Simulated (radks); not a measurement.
Radial electron density D(r) = 4 pi r^2 rho(r) of an atom or ion with 1 electrons. Calculated with a radial shooting solver on a logarithmic mesh with Libxc functionals: non-relativistic Kohn-Sham, LDA (Slater exchange, VWN5 correlation), spin-unpolarised, spherical densities, point nucleus.

r (bohr),D(r) (e/bohr)
0.09395,0.02509
0.101,0.02858
0.1094,0.03297
0.1185,0.03799
0.1273,0.04311
0.1379,0.04953
0.1494,0.05680
0.1606,0.06414
0.174,0.07328
0.1884,0.08354
0.2041,0.09501
0.2194,0.1064
0.2376,0.1204
0.2574,0.1358
0.2767,0.1510
0.2997,0.1692
0.3247,0.1889
0.3489,0.2079
0.378,0.2303
0.4094,0.2539
0.4435,0.2785
0.4767,0.3012
0.5163,0.3269
0.5594,0.3525
0.6011,0.3751
0.6512,0.3991
0.7054,0.4214
0.7581,0.4394
0.8212,0.4565
0.8896,0.4697
0.9637,0.4784
1.036,0.4819
1.122,0.4804
1.215,0.4731
1.306,0.4612
1.415,0.4424
1.533,0.4179
1.647,0.3915
1.784,0.3582
1.933,0.3216
2.094,0.2829
2.25,0.2475
2.438,0.2086
2.641,0.1715
2.838,0.1405
3.074,0.1095
3.33,0.08270
3.579,0.06242
3.877,0.04412
4.2,0.02999
4.55,0.01956
4.889,0.01281
5.296,0.007643
5.738,0.004333
6.166,0.002480
6.679,0.001262

What is the nuclear charge?

Answer. Z = 1. The innermost maximum, from 1s, lies near 1/Z = 1 bohr (found: 1.05), and its height grows with Z. The density is that of neutral hydrogen in 1s1; the configuration itself is not fixed sharply by these data. D(r) has 1 maximum, at r = 1.05 bohr.
